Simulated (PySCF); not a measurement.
A calculated (PBE, PySCF 2.14, aug-cc-pVDZ, the non-relativistic Hamiltonian (point nucleus)) atom or ion has these occupied shells.

```
shell  electrons  orbital energy (eV)  rms radius, mean of both spins (bohr)
 1s α          1              -6929.2                                 0.0684
 1s β          1              -6929.2                                 0.0684
 2s α          1              -801.89                                  0.293
 2s β          1              -800.58                                  0.293
 2p α          3              -691.38                                  0.262
 2p β          3              -690.39                                  0.262
 3s α          1              -88.203                                  0.885
 3s β          1              -85.052                                  0.885
 3p α          3              -55.999                                  0.946
 3p β          3              -52.881                                  0.946
 3d α          5               -4.765                                   1.52
 4s α          1               -4.629                                   3.44
 3d β          2               -2.605                                   1.52
```

Task: Name the element and its charge.

Result: Fe (iron, neutral), in [Ar] 3d7 4s1, high-spin 5F determinant (an excited configuration).
